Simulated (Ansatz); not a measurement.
```yaml
crystal:
  periodic: [false, false, false]
  atoms:
    - {symbol: In, position_ang: [-1.261975, -0.438854, 0.927115]}
    - {symbol: C, position_ang: [0.293212, 0.623736, -0.097815]}
    - {symbol: B, position_ang: [1.399954, -0.016305, -0.908367]}
    - {symbol: O, position_ang: [0.377981, 0.429853, -1.622537]}
    - {symbol: H, position_ang: [-2.022525, -1.755648, 0.120852]}
    - {symbol: H, position_ang: [-1.656913, 0.039280, 2.535672]}
    - {symbol: H, position_ang: [0.435785, 1.675212, 0.154945]}
    - {symbol: H, position_ang: [2.434502, -0.557285, -1.109855]}
basis:
  gaussian: {orbitals: def2-TZVPD, nuclear_model: gaussian}
hamiltonian: {xc: {name: r2SCAN}, dispersion: d3bjatm}
scf: {max_iter: 3}
output: {forces: true}
```

```sh
$ ansatz run in.yaml --threads 2 --pin off --events-out ev --progress --plain --max-ram 32768MiB --backend cpu
```

Shortened log:

```
Error: invalid value for `basis.gaussian`: such a run doesn't read scf.max_iter; remove what it names
```

Question: What is wrong with this run?

Answer: The input holds a key that doesn't belong there. The input was rejected before any iteration.
